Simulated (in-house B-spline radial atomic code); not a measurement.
Relativistic effects in Se⁺, [Ar] 3d10 4s2 4p3: non-relativistic Hartree-Fock (point nucleus) against Dirac-Hartree-Fock (Fermi nucleus of rms radius 4.14 fm), both averages of the configuration, computed with a radial B-spline atomic code at the basis-set limit.

| orbital | ε NR (Eh) | ε Dirac (Eh) | <r> NR (bohr) | <r> Dirac (bohr) | change of <r> (%) |
| --- | --- | --- | --- | --- | --- |
| 1s1/2 | -461.26 | -468.76 | 0.04498 | 0.04406 | -2.0 |
| 2s1/2 | -61.061 | -62.759 | 0.1993 | 0.195 | -2.2 |
| 2p1/2 | -54.661 | -56.101 | 0.1728 | 0.1685 | -2.5 |
| 2p3/2 | -54.661 | ? | 0.1728 | ? | ? |
| 3s1/2 | -9.3225 | -9.6092 | 0.5814 | 0.571 | -1.8 |
| 3p1/2 | -7.0503 | -7.2671 | 0.5924 | 0.5812 | -1.9 |
| 3p3/2 | -7.0503 | -7.0385 | 0.5924 | 0.591 | -0.2 |
| 3d3/2 | -3.0391 | -3.0063 | 0.6217 | 0.6216 | 0.0 |
| 3d5/2 | -3.0391 | -2.9707 | 0.6217 | 0.6258 | +0.7 |
| 4s1/2 | -1.1737 | -1.1987 | 1.808 | 1.779 | -1.6 |
| 4p1/2 | -0.73647 | ? | 2.141 | ? | ? |
| 4p3/2 | -0.73647 | -0.73112 | 2.141 | 2.143 | +0.1 |

(1) What happens to 2p3/2?

(2) What happens to 4p1/2?

(3) What explains the pattern of contraction and expansion?

(4) By how much does the total energy change?

Results:

(1) Its energy goes to -54.551 hartree and <r> to 0.1723 bohr (-0.29 %).

(2) Its energy goes to -0.74759 hartree and <r> to 2.11 bohr (-1.41 %).

(3) Expansion is seen in 3d5/2, 4p3/2. The s and p1/2 orbitals contract directly, screen the nucleus better, and so push out orbitals that have little density near the nucleus; spin-orbit coupling adds to this for j = l + 1/2 and opposes it for j = l - 1/2.

(4) By -28.746 hartree, from -2399.478 to -2428.224.
